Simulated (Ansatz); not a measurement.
# Relaxing a trial structure of AlH2SiZn

The starting geometry of this gas-phase doublet was optimised with GFN2-xTB.

```csv
atom,x (Å),y (Å),z (Å)
Al,-0.0432,-0.0086,-0.5343
Si,-0.1659,0.7025,1.7528
Zn,0.3771,2.5443,0.0877
H,0.2209,0.4775,-2.1178
H,1.4040,0.4362,1.6413
```

Problem. Predict what becomes of its bonds when it is optimised with BLYP-D3(BJ)/def2-SVP.

Solution. A bond breaks, giving a structure given below by its coordinates. Contacts that open: Al1–Zn3 (2.66 → 3.45 Å).

The energy falls by 0.52 eV over 15 steps:

```csv
step,E − E(last) (eV)
1,0.517
3,0.205
4,0.110
6,0.061
7,0.050
9,0.032
10,0.011
12,0.001
13,0.000
15,0.000
```

Final geometry (Å):

```
atom    x (Å)    y (Å)    z (Å)
  Al  -0.1076   0.1733  -0.6093
  Si  -0.1888   0.7408   1.6392
  Zn   0.4707   3.2208   0.8921
   H   0.3782  -0.3481  -2.0567
   H   1.2403   0.3651   0.9644
```

Frequencies at the end are all real (lowest 59 cm⁻¹). Open shells are spin-unrestricted. Run with Ansatz 0.2.0, 81 s on 1 thread of AMD EPYC 7R43 64-Core Processor (Zen 3), on a shared host.
